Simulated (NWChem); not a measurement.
System: octasulfur (S₈); SMILES S1SSSSSSS1

NWChem input:

```
start job
memory heap 200 mb stack 900 mb global 1100 mb
geometry units angstroms noautoz
  S      1.886000    -1.749638    -0.088217
  S      1.715156     0.002749     1.016962
  S      1.880802     1.755216    -0.088700
  S     -0.064028     2.183337    -0.927286
  S     -1.464859     1.751479     0.554863
  S     -2.436219    -0.003734    -0.095271
  S     -1.459637    -1.756014     0.554854
  S     -0.057216    -2.183394    -0.927204
end
basis spherical
  S library def2-svp
end
dft
  xc scan
  grid coarse
  iterations 150
  mulliken
end
task dft gradient
```

Output (shortened):

```
             Northwest Computational Chemistry Package (NWChem) 7.3.0
             --------------------------------------------------------

 CS  symmetry detected

                             Geometry "geometry" -> ""
                             -------------------------

 Output coordinates in angstroms (scale by  1.889725989 to convert to a.u.)

  No.       Tag          Charge          X              Y              Z
 ---- ---------------- ---------- -------------- -------------- --------------
    1 S                   16.0000     1.88264759    -0.10329819    -1.75242893
    2 S                   16.0000     1.72311929     1.00341386     0.00000000
    3 S                   16.0000     1.88264759    -0.10329819     1.75242893
    4 S                   16.0000    -0.06792721    -0.92673859     2.18336813
    5 S                   16.0000    -1.45783160     0.56636452     1.75374843
    6 S                   16.0000    -2.43689686    -0.07606933     0.00000000
    7 S                   16.0000    -1.45783160     0.56636452    -1.75374843
    8 S                   16.0000    -0.06792721    -0.92673859    -2.18336813

 Effective nuclear repulsion energy (a.u.)    1203.3707669159

      Symmetry information
      --------------------

 Group name             Cs
 Group number              2
 Group order               2
 No. of unique centers     5

                                 NWChem DFT Module
                                 -----------------

 Summary of "ao basis" -> "ao basis" (spherical)
 ------------------------------------------------------------------------------
       Tag                 Description            Shells   Functions and Types
 ---------------- ------------------------------  ------  ---------------------
 S                          def2-svp                 8       18   4s3p1d

      Symmetry analysis of basis
      --------------------------

        a'         80
        a"         64

            General Information
            -------------------
          SCF calculation type: DFT
          Wavefunction type:  closed shell.
          No. of atoms     :     8
          No. of electrons :   128
           Alpha electrons :    64
            Beta electrons :    64
          Charge           :     0
          Spin multiplicity:     1
          Use of symmetry is: on ; symmetry adaption is: on
          Maximum number of iterations: 150
          AO basis - number of functions:   144
                     number of shells:    64
          Convergence on energy requested:  1.00D-06
          Convergence on density requested:  1.00D-05
          Convergence on gradient requested:  5.00D-04

              XC Information
              --------------
                         SCAN Method XC Functional
                  SCAN metaGGA Exchange Functional  1.000
                        SCAN Correlation Potential  1.000

             Grid Information
             ----------------
          Grid used for XC integration:  coarse
          Radial quadrature: Mura-Knowles
          Angular quadrature: Lebedev.
          Tag              B.-S. Rad. Rad. Pts. Rad. Cut. Ang. Pts.
          ---              ---------- --------- --------- ---------
          S                   1.00       70          11.0       302
          Grid pruning is: on
          Number of quadrature shells:   350
          Spatial weights used:  Erf1

      Superposition of Atomic Density Guess
      -------------------------------------

 Sum of atomic energies:       -3178.77854760

      Non-variational initial energy
      ------------------------------

 Total energy =   -3180.309217
 1-e energy   =   -6800.434118
 2-e energy   =    2416.754135
 HOMO         =      -0.201085
 LUMO         =      -0.025890

      Symmetry analysis of molecular orbitals - initial
      -------------------------------------------------

  Numbering of irreducible representations:

     1 a'          2 a"

  Orbital symmetries:

     1 a'          2 a"          3 a'          4 a'          5 a"
     6 a'          7 a"          8 a'          9 a'         10 a'
    11 a"         12 a'         13 a"         14 a'         15 a"
    16 a'         17 a"         18 a"         19 a'         20 a"
    21 a'         22 a"         23 a'         24 a"         25 a'
    26 a'         27 a"         28 a'         29 a'         30 a"
    31 a'         32 a"         33 a'         34 a"         35 a'
    36 a'         37 a"         38 a'         39 a"         40 a'
    41 a'         42 a'         43 a"         44 a"         45 a'
    46 a"         47 a'         48 a'         49 a"         50 a'
    51 a"         52 a'         53 a'         54 a"         55 a'
    56 a"         57 a"         58 a'         59 a'         60 a"
    61 a'         62 a'         63 a'         64 a"         65 a"
    66 a'         67 a"         68 a'         69 a'         70 a'
    71 a"         72 a"         73 a'         74 a'

     ---------------------------------------------
      Total Density - Mulliken Population Analysis
     ---------------------------------------------

    Atom       Charge   Shell Charges
 -----------   ------   -------------------------------------------------------
    1 S   16    16.03   2.00  1.99  1.22  0.65  5.94  1.60  2.58  0.06
    2 S   16    15.95   2.00  1.99  1.22  0.64  5.94  1.57  2.52  0.07
    3 S   16    16.03   2.00  1.99  1.22  0.65  5.94  1.60  2.58  0.06
    4 S   16    16.03   2.00  1.99  1.22  0.65  5.94  1.60  2.58  0.06
    5 S   16    15.96   2.00  1.99  1.21  0.66  5.94  1.58  2.52  0.06
    6 S   16    16.01   2.00  1.99  1.22  0.65  5.94  1.59  2.56  0.06
    7 S   16    15.96   2.00  1.99  1.21  0.66  5.94  1.58  2.52  0.06
    8 S   16    16.03   2.00  1.99  1.22  0.65  5.94  1.60  2.58  0.06

   convergence    iter        energy       DeltaE   RMS-Dens  Diis-err
 ---------------- ----- ----------------- --------- --------- ---------
 d= 0,ls=0.0,diis     1  -3184.7117785867 -4.39D+03  1.00D-02  9.48D-01
 d= 0,ls=0.0,diis     2  -3184.7326472265 -2.09D-02  6.44D-03  5.81D-01
 d= 0,ls=0.0,diis     3  -3184.8050506416 -7.24D-02  3.40D-03  9.32D-02
 d= 0,ls=0.0,diis     4  -3184.8113558670 -6.31D-03  1.67D-03  5.07D-02
 d= 0,ls=0.0,diis     5  -3184.8196652868 -8.31D-03  3.79D-04  1.42D-03
  Resetting Diis
 d= 0,ls=0.0,diis     6  -3184.8198740467 -2.09D-04  1.20D-04  1.83D-04
 d= 0,ls=0.0,diis     7  -3184.8199036635 -2.96D-05  7.41D-05  1.16D-05
 d= 0,ls=0.0,diis     8  -3184.8198973535  6.31D-06  5.19D-05  4.88D-05
 d= 0,ls=0.0,diis     9  -3184.8199055131 -8.16D-06  7.36D-06  5.68D-07
 d= 0,ls=0.0,diis    10  -3184.8199056039 -9.08D-08  1.95D-06  5.44D-08

         Total DFT energy =    -3184.819905603945
      One electron energy =    -6797.299693712000
           Coulomb energy =     2614.788803304537
    Exchange-Corr. energy =     -205.679782112391
 Nuclear repulsion energy =     1203.370766915908

 Numeric. integr. density =      128.000032082165

                  Occupations of the irreducible representations
                  ----------------------------------------------

                     irrep           alpha         beta
                     --------     --------     --------
                     a'               37.0         37.0
                     a"               27.0         27.0

                       DFT Final Molecular Orbital Analysis
                       ------------------------------------

 Vector   62  Occ=2.000000D+00  E=-2.566524D-01  Symmetry=a'
              MO Center= -1.1D+00, -6.0D-03,  3.4D-14, r^2= 5.9D+00
   Bfn.  Coefficient  Atom+Function         Bfn.  Coefficient  Atom+Function
  ----- ------------  ---------------      ----- ------------  ---------------
   102      0.364927  6 S  py                99      0.270354  6 S  py
    83     -0.202530  5 S  px               119     -0.202530  7 S  px
    67     -0.200826  4 S  pz               139      0.200826  8 S  pz
   101     -0.193946  6 S  px                84     -0.190075  5 S  py
   120     -0.190075  7 S  py                29      0.176384  2 S  px

 Vector   63  Occ=2.000000D+00  E=-2.470303D-01  Symmetry=a'
              MO Center=  7.9D-01, -6.7D-02, -4.3D-14, r^2= 6.6D+00
   Bfn.  Coefficient  Atom+Function         Bfn.  Coefficient  Atom+Function
  ----- ------------  ---------------      ----- ------------  ---------------
    12      0.357345  1 S  py                48      0.357345  3 S  py
     9      0.234253  1 S  py                45      0.234253  3 S  py
   102     -0.225851  6 S  py                29      0.224516  2 S  px
    22     -0.189248  2 S  s                 67     -0.184792  4 S  pz
   139      0.184792  8 S  pz                26      0.167807  2 S  px

 Vector   64  Occ=2.000000D+00  E=-2.208885D-01  Symmetry=a"
              MO Center=  4.4D-01, -3.5D-01,  7.8D-14, r^2= 7.4D+00
   Bfn.  Coefficient  Atom+Function         Bfn.  Coefficient  Atom+Function
  ----- ------------  ---------------      ----- ------------  ---------------
    67      0.318311  4 S  pz               139      0.318311  8 S  pz
    13     -0.228148  1 S  pz                49     -0.228148  3 S  pz
    64      0.219116  4 S  pz               136      0.219116  8 S  pz
    12      0.214690  1 S  py                48     -0.214690  3 S  py
    10     -0.166610  1 S  pz                46     -0.166610  3 S  pz

 Vector   65  Occ=0.000000D+00  E=-1.238190D-01  Symmetry=a"
              MO Center=  1.9D-01, -2.3D-01, -1.2D-12, r^2= 7.3D+00
   Bfn.  Coefficient  Atom+Function         Bfn.  Coefficient  Atom+Function
  ----- ------------  ---------------      ----- ------------  ---------------
    11      0.390176  1 S  px                47     -0.390176  3 S  px
    66     -0.390027  4 S  py               138      0.390027  8 S  py
    58     -0.323868  4 S  s                130      0.323868  8 S  s
   103     -0.285855  6 S  pz                76      0.254527  5 S  s
   112     -0.254527  7 S  s                 84     -0.252612  5 S  py

 Vector   66  Occ=0.000000D+00  E=-1.233210D-01  Symmetry=a'
              MO Center= -3.0D-01,  1.8D-01,  8.4D-13, r^2= 6.8D+00
   Bfn.  Coefficient  Atom+Function         Bfn.  Coefficient  Atom+Function
  ----- ------------  ---------------      ----- ------------  ---------------
   101      0.474435  6 S  px                30      0.446548  2 S  py
    94      0.371717  6 S  s                 85      0.364511  5 S  pz
   121     -0.364511  7 S  pz                13      0.327396  1 S  pz
    22     -0.327099  2 S  s                 49     -0.327396  3 S  pz
    76     -0.250315  5 S  s                112     -0.250315  7 S  s

 Vector   67  Occ=0.000000D+00  E=-1.057458D-01  Symmetry=a"
              MO Center=  2.7D-01, -1.4D-01, -1.1D-13, r^2= 7.2D+00
   Bfn.  Coefficient  Atom+Function         Bfn.  Coefficient  Atom+Function
  ----- ------------  ---------------      ----- ------------  ---------------
    65      0.488899  4 S  px               137     -0.488899  8 S  px
    31      0.483897  2 S  pz                84     -0.309500  5 S  py
   120      0.309500  7 S  py                 4      0.279883  1 S  s
    40     -0.279883  3 S  s                 11     -0.264608  1 S  px
    47      0.264608  3 S  px                62      0.225400  4 S  px

     ---------------------------------------------
      Total Density - Mulliken Population Analysis
     ---------------------------------------------

    Atom       Charge   Shell Charges
 -----------   ------   -------------------------------------------------------
    1 S   16    16.01   2.00  1.99  1.29  0.63  5.93  1.72  2.37  0.09
    2 S   16    15.98   2.00  1.99  1.30  0.62  5.93  1.71  2.33  0.11
    3 S   16    16.01   2.00  1.99  1.29  0.63  5.93  1.72  2.37  0.09
    4 S   16    16.01   2.00  1.99  1.29  0.64  5.93  1.72  2.37  0.09
    5 S   16    15.99   2.00  1.99  1.29  0.64  5.93  1.72  2.33  0.10
    6 S   16    16.00   2.00  1.99  1.29  0.63  5.93  1.72  2.35  0.09
    7 S   16    15.99   2.00  1.99  1.29  0.64  5.93  1.72  2.33  0.10
    8 S   16    16.01   2.00  1.99  1.29  0.64  5.93  1.72  2.37  0.09

     -------------------------------------------
      Total Density - Lowdin Population Analysis
     -------------------------------------------

    Atom       Charge   Shell Charges
 -----------   ------   -------------------------------------------------------
    1 S   16    16.02   2.00  1.96  1.08  0.76  5.80  1.83  2.47  0.11
    2 S   16    15.98   2.00  1.96  1.08  0.75  5.80  1.81  2.44  0.14
    3 S   16    16.02   2.00  1.96  1.08  0.76  5.80  1.83  2.47  0.11
    4 S   16    16.01   2.00  1.96  1.08  0.77  5.80  1.83  2.47  0.11
    5 S   16    15.98   2.00  1.96  1.07  0.76  5.80  1.82  2.44  0.13
    6 S   16    16.00   2.00  1.96  1.08  0.76  5.80  1.82  2.46  0.12
    7 S   16    15.98   2.00  1.96  1.07  0.76  5.80  1.82  2.44  0.13
    8 S   16    16.01   2.00  1.96  1.08  0.77  5.80  1.83  2.47  0.11

     Multipole analysis of the density
     ---------------------------------

     L   x y z        total         alpha         beta         nuclear
     -   - - -        -----         -----         ----         -------
     0   0 0 0     -0.000000    -64.000000    -64.000000    128.000000

     1   1 0 0     -0.058559     -0.029279     -0.029279      0.000000
     1   0 1 0      0.072736      0.036368      0.036368      0.000000
     1   0 0 1     -0.000000     -0.000000     -0.000000      0.000000

     2   2 0 0    -76.404681   -616.889154   -616.889154   1157.373627
     2   1 1 0     -0.258742     -0.129372     -0.129372      0.000003
     2   1 0 1      0.000000      0.000000      0.000000     -0.000000
     2   0 2 0    -77.315355   -135.596170   -135.596170    193.876985
     2   0 1 1     -0.000000     -0.000000     -0.000000      0.000000
     2   0 0 2    -76.939754   -662.048390   -662.048390   1247.157026

            General Information
            -------------------
          SCF calculation type: DFT
          Wavefunction type:  closed shell.
          No. of atoms     :     8
          No. of electrons :   128
           Alpha electrons :    64
            Beta electrons :    64
          Charge           :     0
          Spin multiplicity:     1
          Use of symmetry is: on ; symmetry adaption is: on
          Maximum number of iterations: 150
          AO basis - number of functions:   144
                     number of shells:    64
          Convergence on energy requested:  1.00D-06
          Convergence on density requested:  1.00D-05
          Convergence on gradient requested:  5.00D-04

              XC Information
              --------------
                         SCAN Method XC Functional
                  SCAN metaGGA Exchange Functional  1.000
                        SCAN Correlation Potential  1.000

[...]

                         DFT ENERGY GRADIENTS

    atom               coordinates                        gradient
                 x          y          z           x          y          z
   1 S       3.557688  -0.195205  -3.311610    0.000807  -0.002064  -0.002735
   2 S       3.256223   1.896177   0.000000    0.003549   0.005079   0.000000
   3 S       3.557688  -0.195205   3.311610    0.000807  -0.002064   0.002735
   4 S      -0.128364  -1.751282   4.125967    0.003382  -0.003023   0.003532
   5 S      -2.754902   1.070274   3.314104   -0.004064   0.002118   0.001439
   6 S      -4.605067  -0.143750   0.000000   -0.003799   0.000859   0.000000
   7 S      -2.754902   1.070274  -3.314104   -0.004064   0.002118  -0.001439
   8 S      -0.128364  -1.751282  -4.125967    0.003382  -0.003023  -0.003532
```

Level: SCAN/def2-SVP. Geometry: optimised at B3LYP/6-31G* (spherical d).
